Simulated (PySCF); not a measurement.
**From a log to its input**

A PySCF 2.14 run on the atoms Ga 0 0 0; Si 0 0 2.204 (angstrom) printed this (some set-up lines and the per-cycle HOMO/LUMO lines with their warnings removed):

```
PySCF version 2.14.0


nuclear repulsion = 104.202772023267
point group symmetry = Coov
symmetry origin: [0.         0.         1.29576421]
symmetry axis x: [1. 0. 0.]
symmetry axis y: [0. 1. 0.]
symmetry axis z: [0. 0. 1.]
num. orbitals of irrep A1 = 19
num. orbitals of irrep E1x = 10
num. orbitals of irrep E1y = 10
num. orbitals of irrep E2x = 3
num. orbitals of irrep E2y = 3
number of shells = 11
number of NR pGTOs = 118
number of NR cGTOs = 45
basis = cc-pvdz
ecp = {}

******** <class 'pyscf.dft.rks_symm.SymAdaptedROKS'> ********
method = SymAdaptedROKS
initial guess = minao
damping factor = 0
level_shift factor = 0
DIIS = <class 'pyscf.scf.diis.CDIIS'>
SCF conv_tol = 1e-09
SCF max_cycles = 50
num. doubly occ = 21  num. singly occ = 3
XC functionals = pw6b95

grids dens level: 3
Freeze 0 electrons in irreps []
    45 free electrons in irreps A1 E1x E1y E2x E2y
tot grids = 40088
init E= -2215.04762994361
cycle= 1 E= -2215.43442111335  delta_E= -0.387  |g|= 0.0908  |ddm|= 0.963
cycle= 2 E= -2215.43393500401  delta_E= 0.000486  |g|= 0.0814  |ddm|= 0.237
cycle= 3 E= -2215.4369699759  delta_E= -0.00303  |g|= 0.0357  |ddm|= 0.16
cycle= 4 E= -2215.43829932413  delta_E= -0.00133  |g|= 0.0023  |ddm|= 0.0599
cycle= 5 E= -2215.43830679435  delta_E= -7.47e-06  |g|= 0.00122  |ddm|= 0.00653
cycle= 6 E= -2215.43830854539  delta_E= -1.75e-06  |g|= 0.000275  |ddm|= 0.00222
cycle= 7 E= -2215.43830867208  delta_E= -1.27e-07  |g|= 0.000109  |ddm|= 0.000756
cycle= 8 E= -2215.43830869779  delta_E= -2.57e-08  |g|= 1.25e-05  |ddm|= 0.000396
cycle= 9 E= -2215.43830869848  delta_E= -6.93e-10  |g|= 1.71e-06  |ddm|= 7.49e-05
Extra cycle  E= -2215.43830869848  delta_E= -4.55e-13  |g|= 1.28e-06  |ddm|= 4.72e-06
converged SCF energy = -2215.43830869848
**** SCF Summaries ****
Total Energy =                       -2215.438308698481706
Nuclear Repulsion Energy =             104.202772023266789
One-electron Energy =                -3292.240395190225627
Two-electron Energy =                  972.599314468477019
Two-electron Coulomb Energy =         1069.712467896540147
DFT Exchange-Correlation Energy =      -97.113153428063143
Wave-function symmetry = Coov
single occ                     1    1    1    0    0
**** MO energy ****
                          Roothaan           | alpha              | beta
[13 lines left out]
MO #14  (A1  #8 ) energy= -3.70316021939772  | -3.70810700913957  | -3.69821342965667  occ= 2
MO #15  (A1  #9 ) energy= -0.894172558435281 | -0.897026978285955 | -0.891318138758909 occ= 2
MO #16  (E2x #1 ) energy= -0.893424420705195 | -0.895069382418438 | -0.891779458991953 occ= 2
MO #17  (E2y #1 ) energy= -0.893424420705195 | -0.895070207025514 | -0.891780425310998 occ= 2
MO #18  (E1x #4 ) energy= -0.892029896840299 | -0.894531911094021 | -0.889527882458984 occ= 2
MO #19  (E1y #4 ) energy= -0.892029896840299 | -0.894531911094021 | -0.889527882458984 occ= 2
MO #20  (A1  #10) energy= -0.49392989732596  | -0.528878517794852 | -0.458981314012493 occ= 2
MO #21  (A1  #11) energy= -0.322189587773048 | -0.349362009879564 | -0.295017154662658 occ= 2
MO #22  (E1x #5 ) energy= -0.162813224115528 | -0.222082706890948 | -0.103543678762328 occ= 1
MO #23  (E1y #5 ) energy= -0.162813224115528 | -0.222082706890948 | -0.103543678762328 occ= 1
MO #24  (A1  #12) energy= -0.151735001541697 | -0.206745020476163 | -0.0967249509441694 occ= 1
MO #25  (E1x #6 ) energy= -0.0244555354125553 | -0.0420722238991856 | -0.00683893015904192 occ= 0
MO #26  (E1y #6 ) energy= -0.0244555354125553 | -0.0420722238991845 | -0.00683893015904019 occ= 0
MO #27  (A1  #13) energy= 0.0731829602209347 | 0.0633061176276897 | 0.0830597974045895 occ= 0
[18 lines left out]
 ** Mulliken pop on meta-lowdin orthogonal AOs  **
 ** Mulliken pop  **
pop of  0 Ga 1s           2.00000
pop of  0 Ga 2s           1.99996
pop of  0 Ga 3s           1.99904
pop of  0 Ga 4s           1.67026
pop of  0 Ga 5s           0.01031
pop of  0 Ga 2px          2.00000
pop of  0 Ga 2py          2.00000
pop of  0 Ga 2pz          2.00000
pop of  0 Ga 3px          1.99993
pop of  0 Ga 3py          1.99993
pop of  0 Ga 3pz          1.99995
pop of  0 Ga 4px          0.28998
[33 lines left out]
 ** Mulliken atomic charges  **
charge of    0Ga =      0.03536
charge of    1Si =     -0.03536
Dipole moment(X, Y, Z, Debye):  0.00000,  0.00000, -0.81218
orbital energies (hartree): [-0.892  -0.4939 -0.3222 -0.1628 -0.1628 -0.1517 -0.0245 -0.0245  0.0732]
```

Write the input that gave this log.

The input was:

```python
from pyscf import gto, dft

mol = gto.M(
    atom='Ga 0 0 0; Si 0 0 2.204',
    basis='cc-pvdz',
    charge=0,
    spin=3,
    symmetry=True,
    verbose=4,
)
mf = dft.ROKS(mol, xc='pw6b95')
mf.kernel()
mf.analyze()
print('orbital energies (hartree):', mf.mo_energy[..., max(0, mol.nelec[1]-3):mol.nelec[0]+3].round(4))
```

The bond length is a typed value, not an optimised one. No search for the lowest solution was made.
